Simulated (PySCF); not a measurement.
Several structures and their simulated spectra, in scrambled order.

A. SMILES CN[Si@@H](C#N)N([SiH3])[SiH3]
B. SMILES C/C=C/[P@@](C)(=O)P(C)C
C. SMILES FC(C1=NN=C(C=O)O1)(F)F

Spectrum 1. ¹H NMR (300 MHz, computed): δ 10.31 (s, 1H). ¹³C{¹H} NMR (computed): δ 182.4 (CH), 169.6 (C), 162.8 (C), 126.4 (C).

Spectrum 2. ¹H NMR (300 MHz, computed): δ 7.01 (m, 1H), 5.72 (m, 1H), 2.09 (d, 3H), 1.38 (m, 3H), 1.19 (m, 6H). ¹³C{¹H} NMR (computed): δ 156.5 (CH), 133.0 (CH), 24.0 (CH3), 20.4 (CH3), 7.9 (CH3).

Spectrum 3. ¹H NMR (300 MHz, computed): δ 5.20 (s, 1H), 4.85 (s, 6H), 2.88 (s, 3H), 0.06 (br s, 1H). ¹³C{¹H} NMR (computed): δ 125.6 (C), 29.0 (CH3).

Isolated molecule, averaged over atoms made equivalent by symmetry, fast rotation or ring inversion, a single conformation, non-relativistic Hamiltonian. GFN2-xTB geometry; NMR shieldings at PBE0/pcSseg-1/GIAO; PySCF.

References, each an isolated molecule treated in the same way: ¹H, ¹³C against TMS. Splittings of carbon signals by F and P are missing where no couplings were computed. Where no couplings were computed, multiplicities follow the n + 1 count of equivalent neighbours, and m marks all less simple cases (inequivalent or close neighbours, rings, F or P nearby). Shifts are as computed. Against solution values, carbons near 30 ppm lie about +3 ppm off and those near 130 ppm about +5 ppm. Of 1211 compounds with measured shifts, 218 miss one by over three times the rms of a fit or turn the order of signals round; such compounds aren't used in these exercises. OH and NH positions are gas-phase values without hydrogen bonding to other molecules.

**Question.** Match each spectrum to its structure.

**Answer.** 1–C, 2–B, 3–A.

- Spectrum 1 (C): 4 ¹³C signals; δC 182.4 is an aldehyde carbonyl carbon; δC 126.4 is a CF3 carbon.
- Spectrum 2 (B): 5 ¹³C signals; δC 156.5 is an alkene CH; δC 133.0 is an alkene CH.
- Spectrum 3 (A): 2 ¹³C signals; δC 125.6 is a nitrile carbon; δC 29.0 is a methyl carbon bonded to N.
